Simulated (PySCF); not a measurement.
C3H7NSi, SMILES C1N=C(C1)[SiH3].

Geometry: PBE-D3(BJ)/def2-SVP. The structure was generated by enumeration, and PubChem lists no compound with its InChIKey, so it may never have been made.

These are PBE-D3(BJ)/def2-SVP in PySCF values and carry that method's errors.

Frequencies are harmonic and unscaled.

Problem. Estimate the vibrational spectrum. (An estimate is asked for; the answer gives what the named calculation found.)

Solution. 
| mode | ν (cm⁻¹) | IR (km/mol) | moving atoms (share of kinetic energy) |
|---|---|---|---|
| 1 | 74 | 0.3 | H 90 % |
| 2 | 170 | 1.8 | H 42 %, C 40 %, N 14 % |
| 3 | 197 | 3.7 | C 43 %, H 30 %, N 19 % |
| 4 | 334 | 2.6 | H 51 %, C 31 %, N 18 % |
| 5 | 439 | 5.7 | Si 54 %, C 23 %, H 12 %, N 11 % |
| 6 | 601 | 34.2 | H 76 %, Si 13 % |
| 7 | 614 | 37.8 | H 79 %, C 12 %, Si 10 % |
| 8 | 746 | 2.1 | H 82 %, C 16 % |
| 9 | 862 | 176.8 | H 70 %, C 20 % |
| 10 | 876 | 48.6 | C 51 %, H 36 %, N 10 % |
| 11 | 899 | 32.1 | H 97 % |
| 12 | 909 | 14.5 | C 49 %, H 39 %, N 11 % |
| 13 | 912 | 34.8 | H 94 % |
| 14 | 954 | 4.1 | N 49 %, C 34 %, H 16 % |
| 15 | 997 | 0.6 | H 60 %, C 37 % |
| 16 | 1052 | 2.8 | H 75 %, C 18 % |
| 17 | 1097 | 7.2 | C 63 %, H 34 % |
| 18 | 1109 | 0.0 | H 87 %, C 13 % |
| 19 | 1195 | 3.6 | C 52 %, H 47 % |
| 20 | 1234 | 7.5 | C 50 %, H 47 % |
| 21 | 1370 | 4.4 | H 92 %, C 8 % |
| 22 | 1397 | 2.5 | H 85 %, C 13 % |
| 23 | 1556 | 5.1 | C 55 %, N 41 % |
| 24 | 2158 | 68.9 | H 98 % |
| 25 | 2162 | 93.7 | H 96 % |
| 26 | 2195 | 75.3 | H 96 % |
| 27 | 2980 | 31.9 | H 95 % |
| 28 | 2987 | 14.9 | H 94 % |
| 29 | 3038 | 3.0 | H 90 %, C 10 % |
| 30 | 3051 | 14.9 | H 90 %, C 10 % |
